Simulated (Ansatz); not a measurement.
`CS[CH2][ZnH]`. Charge 0, multiplicity 1.

Cartesian coordinates in Å:
```
C 0.1168 -1.1543 1.0590
S 1.0104 -0.8862 -0.4744
C -0.1042 0.2775 -1.2977
Zn -0.1108 1.9392 -0.2685
H -0.8669 -1.5886 0.8698
H 0.6999 -1.8562 1.6564
H -0.0013 -0.2294 1.6324
H 0.3474 0.4654 -2.2766
H -1.0742 -0.1917 -1.4784
H -0.0172 3.2243 0.5779
```

Question: What are the harmonic wavenumbers in cm⁻¹ at PBE0-D4/def2-TZVP (Ansatz, finite differences of forces, unscaled)? (Estimate.)

Answer: Ansatz gave: 69, 89, 195, 252, 416, 453, 569, 645, 711, 769, 956, 965, 1090, 1099, 1349, 1407, 1454, 1471, 1900, 3028, 3055, 3106, 3113, 3148.

Question: Is this a minimum?

Answer: Yes, all 24 modes are real.

Question: Give the ideal-gas thermochemistry at 298.15 K and 1 bar (rigid rotor, harmonic oscillator; point group C1, symmetry number 1).

Answer: Zero-point energy 187.3 kJ/mol; H(298) − E = 207.3 kJ/mol; entropy 346.4 J/(mol·K), of which translation 169.3, rotation 113.1, vibration 64.0; G(298) − E = 104.0 kJ/mol. Modes under 100 cm⁻¹ are hindered rotations or soft bends, so the harmonic entropy is rough.
